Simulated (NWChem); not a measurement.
# Cl2Pb in NWChem

```xyz
3

Pb     0.0000     0.0000    -0.4658
Cl     1.9363     0.0000     1.1233
Cl    -1.9363     0.0000     1.1233
```
Charge 0, spin multiplicity 1.

The numbers come from NWChem runs, not from measurements. All single points use one geometry, from B3LYP/def2-SVP with def2 effective core potentials on Pb, a minimum by its harmonic frequencies.

Symmetry labels belong to the abelian group C2v used in the runs, with the axes of the coordinates shown; states degenerate in a higher group split over its labels.

Effective core potentials replace the inner electrons of Pb; spin-orbit coupling is left out. B3LYP has NWChem's definition, with VWN1-RPA local correlation. The structure started from a generated list of species.

Q: List the lowest 3 singlet excitations that TD-B3LYP/def2-SVPD with def2 effective core potentials on Pb, VWN1-RPA local correlation gives, with oscillator strengths.

A: 
| state | symmetry | energy (eV) | wavelength (nm) | f |
|---|---|---|---|---|
| 1 | b2 | 3.59 | 345 | 0.007 |
| 2 | a2 | 3.65 | 340 | 0.000 |
| 3 | b1 | 4.14 | 299 | 0.026 |
